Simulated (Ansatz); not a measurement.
```yaml
crystal:
  periodic: [false, false, false]
  atoms:
    - {symbol: Al, position_ang: [-0.814005, 1.838508, -1.878404]}
    - {symbol: O, position_ang: [0.157617, 0.776310, -1.021277]}
    - {symbol: Ga, position_ang: [1.172058, -0.332624, -0.079688]}
    - {symbol: Si, position_ang: [0.033341, -1.437627, 1.732264]}
    - {symbol: H, position_ang: [-1.645064, 1.285309, -3.108101]}
    - {symbol: H, position_ang: [-0.869076, 3.355181, -1.424308]}
    - {symbol: H, position_ang: [2.656524, -0.441505, -0.575705]}
    - {symbol: H, position_ang: [-0.863771, -2.494305, 1.185868]}
    - {symbol: H, position_ang: [0.979040, -2.082263, 2.683327]}
    - {symbol: H, position_ang: [-0.806664, -0.466982, 2.486025]}
basis:
  gaussian: {orbitals: pcseg-2, nuclear_model: gaussian}
total_charge: -1
magnetization: {spin_polarized: true, initial_magnetization: 1}
hamiltonian: {xc: {name: PBEsol}, dispersion: d3bjatm}
```

```sh
$ ansatz run in.yaml --threads 4 --pin off --events-out ev --progress --plain --max-ram 10444MiB
```

It prints (some lines left out):

```
Functional definition: PBEsol
1362 factors; their error is unknown
mean field evaluation 1: about -68904.1781 eV, gradient 3.6e1 eV
mean field evaluation 2: about -68882.2862 eV, gradient 8.1e1 eV
mean field evaluation 4: about -68909.0581 eV, gradient 4.2e0 eV
mean field evaluation 8: about -68909.1631 eV, gradient 3.2e-1 eV
mean field evaluation 16: about -68909.1256 eV, gradient 1.4e-3 eV
mean field -68909.12563121 eV, -2532.3636586639 hartree, gradient 2.9e-5 eV, S^2 0.752808; 4 other end points of the search recorded, 0 dependent functions left out
reference -68909.12569831 eV, -2532.3636611299 hartree; 37, 36 occupied and 188, 189 virtual orbitals, 1362 factors
Total energy: -68909.21466025 eV, -2532.3669304209 hartree
```

Run time 7 s (4 threads of an Intel Xeon Platinum 8488C on a shared host); peak host memory 0.68 GiB.
